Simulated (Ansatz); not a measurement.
`C[SiH](C)[NH][GaH2]`, 15 atoms. The species carries charge 0 and has multiplicity 1. Correlated methods include outer-core shells of Ga, which these sets cover unevenly. Scalar relativity is left out up to krypton. Hardware: A = 2 threads of an AMD EPYC 7R13 on a shared host and a share of an NVIDIA H100 80 GB; B = 2 threads of an AMD EPYC 7R13 on a shared host. Correlated methods freeze the cores. Open-shell runs search over several starts.

Question: How many basis functions does each run have, and how long does it take in Ansatz? UKS ωB97X-V/def2-TZVPP energy of the cation [A]; RKS CAM-B3LYP-D4/def2-TZVPP energy [A]; RKS ωB97M-V/def2-TZVPP energy and forces [A]; RHF-CCSD(T)/def2-TZVPP energy [A]; RKS ωB97M-V/def2-SVP energy [B]; RHF-CCSD(T)/def2-SVP energy [A]; RKS PBE0-D4/def2-QZVPP energy [A]; UKS ωB97M-V/def2-TZVPP energy of the cation [A]; UKS r2SCAN-D4/def2-TZVPP energy of the cation [A]; RKS revPBE-D4/def2-TZVPP energy [A]; direct RPA on PBE orbitals/def2-TZVPP energy [A]; RHF-MP2/def2-QZVPP energy [A]. (Estimate.)

Answer: The calculation gave: Other jobs shared the machine, so times are rough.

```
                                level                       job  functions  wall time  peak host memory (GiB)
direct RPA on PBE orbitals/def2-TZVPP                energy [A]        323        8 s                     1.4
             RKS revPBE-D4/def2-TZVPP                energy [A]        323        8 s                    0.84
          RKS CAM-B3LYP-D4/def2-TZVPP                energy [A]        323        8 s                    0.86
                 RHF-CCSD(T)/def2-SVP                energy [A]        142      8.5 s                    0.77
               RKS PBE0-D4/def2-QZVPP                energy [A]        630       10 s                     1.2
               RHF-CCSD(T)/def2-TZVPP                energy [A]        323       10 s                     1.4
                 RKS ωB97M-V/def2-SVP                energy [B]        142       11 s                    0.62
               RKS ωB97M-V/def2-TZVPP     energy and forces [A]        323       11 s                    0.98
             UKS r2SCAN-D4/def2-TZVPP  energy of the cation [A]        323       14 s                    0.99
                   RHF-MP2/def2-QZVPP                energy [A]        630       15 s                     1.3
               UKS ωB97X-V/def2-TZVPP  energy of the cation [A]        323       17 s                     1.1
               UKS ωB97M-V/def2-TZVPP  energy of the cation [A]        323       18 s                     1.1
```
